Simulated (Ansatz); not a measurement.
`BC(F)F` + `C[SiH](F)P` → `BP[SiH](C)F` + `FCF` at 298.15 K and 1 bar (ligand exchange at a B–C bond).

Gas-phase electronic energies from Ansatz, PBE0-D4/def2-TZVP geometries. CBS: MP2 limit from def2 TZ/QZ plus the TZ coupled-cluster correction, frozen cores. This one scheme is used for every species. One conformer a species, not always the lowest.

```
      species  CCSD(T)/CBS energy (Eh)  H − E (kJ/mol)  S (J/(mol·K))
     `BC(F)F`               -264.18920           125.2          287.7
 `C[SiH](F)P`               -771.55123           194.3          339.5
`BP[SiH](C)F`               -796.94025           233.4          373.9
        `FCF`               -238.82660            97.1          246.5
```

H − E and S are ideal-gas, rigid-rotor, harmonic terms from PBE0-D4/def2-TZVP, for one conformer and one mirror image of each species. 1 Eh = 2625.50 kJ/mol, R = 8.31446 J/(mol·K).

By hand: ΔE, ΔH, ΔS and ΔG.

ΔE = (-796.94025) + (-238.82660) − (-264.18920) − (-771.55123) = -0.02642 Eh = -69.4 kJ/mol. Δ(H − E) = 233.4 + 97.1 − 125.2 − 194.3 = 11.0, so ΔH = -58.4 kJ/mol. ΔS = 373.9 + 246.5 − 287.7 − 339.5 = -6.8 J/(mol·K). ΔG = -58.4 − 298.15 × (-6.8)/1000 = -56.4 kJ/mol.

By hand: the equilibrium constant, and the temperature at which ΔG would vanish if ΔH and ΔS stayed fixed.

log₁₀ K = −ΔG/(RT ln 10) = 9.9. ΔG = 0 at ΔH/ΔS = 8588 K, far beyond where these terms or the molecules hold.

The number of gas molecules stays the same, so ΔS is small and ΔH decides. A doubt of 5 kJ/mol in ΔE shifts log₁₀ K by 0.9 here. Other conformers and mirror images would add mixing entropy, several J/(mol·K) or more a flexible species. Modes under 60 cm⁻¹, often nearly free rotors, make the harmonic entropy too high. These are equilibria of isolated gas molecules and say nothing of rates. Largest T1 diagnostic: 0.015 (customary marks: 0.02 for closed shells, 0.045 for open ones).
